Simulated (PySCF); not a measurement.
**Radial density of V⁺ (vanadium, charge +1)**

TPSS, [Ar] 3d4, high-spin 5D determinant. Calculation: PySCF 2.14, in def2-TZVPPD; no relativity, point nucleus.

```
r (bohr)  4πr²ρ (e/bohr)  4πr²(ρα − ρβ)
0.000940         0.08667         0.0000
 0.00158          0.2388         0.0000
 0.00266          0.6414         0.0000
 0.00447           1.672         0.0001
 0.00752           4.108         0.0003
  0.0127           9.196         0.0007
  0.0213           17.54         0.0012
  0.0358           25.83         0.0015
  0.0602           25.92         0.0005
   0.101           20.57         0.0035
   0.170           27.03         0.0552
   0.287           25.16         0.3429
   0.482           9.564         1.3034
   0.811           11.90         2.4121
    1.36           6.005         1.9227
    2.29           1.029         0.7766
    3.86          0.1620         0.1608
    6.49        0.004584         0.0046
    10.9       1.003e-05         0.0000
```

⟨L²⟩ = 7.39 against 6 for a pure D term, so this real determinant mixes terms.
